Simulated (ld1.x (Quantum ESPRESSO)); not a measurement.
## Ru: RRKJ pseudisation with PBEsol, non-relativistic reference atom.

| Property | Result |
| --- | --- |
| Element | ruthenium |
| Generator | ld1.x (Quantum ESPRESSO) 7.5 |
| Type | norm-conserving RRKJ (Kleinman–Bylander form) |
| Functional | PBEsol |
| Relativity | non-relativistic |
| Frozen core | [Ar] 3d10 |
| Valence charge | 16 |
| Reference configuration | 4s2 4p6 4d7 5s0.5 5p0 (charge +0.5) |
| Partial waves | 4p (bound): rc 1.85 bohr; 4d (bound): rc 2.00 bohr; 4f channel at 0.45 Ry: rc 1.95 bohr; 4s (bound): rc 1.45 bohr |
| Local potential | the s channel |
| Core correction | Bessel-smoothed model core inside 1.15 bohr |
| rho0 | 0.01 |

Occupied shells without a wave of their own: 5s. They enter only through the test configuration that unscreens the potential, and ld1.x also counts them in the model core charge.

Poles of the logarithmic derivatives, all-electron (AE) and pseudo (PS). s: poles at -5.4, 5.0 (AE) and -5.4, 3.7 (PS) Ry. p: poles at -3.3 (AE) and -3.3, 4.9 (PS) Ry. d: poles at 0.1 (AE) and 0.1 (PS) Ry. f: poles at 4.0 (AE) and 4.1 (PS) Ry. Test radius 2.19 bohr.

- Cutoffs needed: 70 Ry and 110 Ry (the cutoffs (Ry, on a coarse ladder) from which the occupation-weighted sum of valence levels, in a spherical-Bessel basis at the reference potential, stays within 10 and 1 mRy of its value at 400 Ry)
- Ghost test: no extra level below or beside the all-electron valence levels (p, d, f, s tested) (spherical-Bessel basis up to 400 Ry, 20 bohr box)
- Largest excitation error: -854 meV (all-electron minus pseudo) for 4s2 4p6 4d4 5s0 5p0, out of 7 test configurations

The potential misses its own reference levels by up to 0.5 eV. ld1.x takes every shell without a wave as core, so the model core holds the 5s electrons as well and exchange and correlation see them twice. This cancels in the reference configuration, but the file is broken for other ones, and its errors say nothing about a proper core correction.
